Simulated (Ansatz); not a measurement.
Gas-phase electronic energies from Ansatz, PBE0-D4/def2-TZVP geometries. CCSD(T)/CBS is the MP2 limit (def2-TZVPP, def2-QZVPP) plus CCSD(T) − MP2 in def2-TZVPP, frozen cores. This one scheme is used for every species. DFT in def2-TZVPP. B3LYP here is the variant with VWN-RPA as its local correlation; programs differ in this. Each species was taken in one conformer, which may not be the lowest.

Reaction (formal exchange of groups at a C–O bond): `COC1=CCCCC1` + `CC` → `CCC1=CCCCC1` + CH₃OH

Q: Is it downhill or uphill in electronic energy at CCSD(T)/CBS, and by how much? (Estimate.)

A: The calculation gave: Downhill: ΔE = -9.5 kJ/mol.

Q: What do these levels give: BLYP-D4, B3LYP-D4, ωB97X-V, PBE0, B3LYP, HF/def2-SVP, MP2/def2-SVP, HF/def2-TZVPP, SCS-MP2/def2-TZVPP, CCSD/def2-TZVPP, SCS-MP2/def2-QZVPP, MP2/CBS(def2)? (Best estimate.)

A: Ansatz gave: BLYP-D4 2.6, B3LYP-D4 0.4, ωB97X-V -0.1, PBE0 0.7, B3LYP 4.6, HF/def2-SVP 6.1, MP2/def2-SVP -0.5, HF/def2-TZVPP -0.4, SCS-MP2/def2-TZVPP -8.3, CCSD/def2-TZVPP -7.4, SCS-MP2/def2-QZVPP -10.1, MP2/CBS(def2) -12.9 kJ/mol.

Largest T1 diagnostic among the species: 0.011.

From BLYP to BHLYP (50 % exact exchange), in def2-TZVPP and without D4, ΔE moves by −5.9 kJ/mol. In def2-TZVPP, CCSD(T) changes the Hartree–Fock value by −6.2 kJ/mol (the triples alone add +0.8 kJ/mol) and MP2 by −9.7 kJ/mol. At CCSD(T), def2-SVP lies +11.8 kJ/mol from the extrapolated value and def2-TZVPP +2.9 kJ/mol.
